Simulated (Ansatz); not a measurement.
The first iterations of a band of CH$_{3}$ClGeOS (8 atoms, charge 0, multiplicity 1).

The calculation used RKS PBE0-D4/def2-SVP in Ansatz 0.2.0.

```yaml
movable_images: 5
climbing_image: yes
spring: 5.0 eV/Å²
optimiser: quadratic models (default)
start_path: through a guess of the saddle point
force_threshold: 0.05 eV/Å
iteration_limit: 60
end_points: relaxed
```

Image 0:

```xyz
8
Properties=species:S:1:pos:R:3
Cl -2.581 1.281 0.094
Ge -0.471 1.004 0.404
O -0.061 -0.699 0.796
C 0.661 -1.035 -0.361
S 0.735 0.533 -1.379
H -0.038 2.034 1.449
H 0.158 -1.823 -0.944
H 1.688 -1.353 -0.115
```

Image 6:

```xyz
8
Properties=species:S:1:pos:R:3
Cl -2.162 0.803 0.413
Ge -1.079 1.872 -1.246
O 0.013 -1.459 0.020
C 0.839 -0.400 0.248
S 0.895 0.874 -1.134
H 0.600 0.168 1.164
H -0.894 -1.161 0.185
H 1.880 -0.754 0.295
```

| iteration | highest image above the first end (eV) | largest band force component (eV/Å) |
| --- | --- | --- |
| 1 | 17.124 | 60.679 |
| 2 | 8.360 | 18.500 |
| 3 | 4.036 | 7.111 |
| 4 | 5.747 | 4.140 |
| 5 | 3.845 | 1.982 |
| 6 | 5.319 | 17.346 |
| 7 | 4.668 | 4.359 |
| 8 | 4.471 | 3.071 |
| 9 | 4.690 | 6.933 |
| 10 | 3.991 | 1.052 |
| 11 | 3.751 | 0.666 |
| 12 | 3.545 | 0.720 |
| 13 | 3.414 | 0.755 |
| 14 | 3.390 | 0.590 |
| 15 | 3.543 | 1.273 |
| 16 | 3.613 | 1.368 |
| 17 | 3.744 | 1.200 |
| 18 | 3.811 | 1.182 |
| 19 | 3.732 | 0.808 |
| 20 | 3.579 | 0.882 |

Does the band converge within its limit, and where does its top end?

It did not converge within its limit. It ended after 60 iterations with the highest image 3.431 eV above the first end. The band didn't meet its force threshold, so its energies are provisional: the largest band force was still 0.74 eV/Å, and over the last iterations the top stayed at 3.43 eV. Neighbouring images lie up to 1.9 Å apart, so the band is torn or far too coarse. The orbitals stay closed-shell, which can raise the energy where a bond breaks towards radicals; this wasn't checked here.

The run took 17 min on 2 threads of Arm Neoverse V1, on a shared host, peak memory 0.29 GiB.
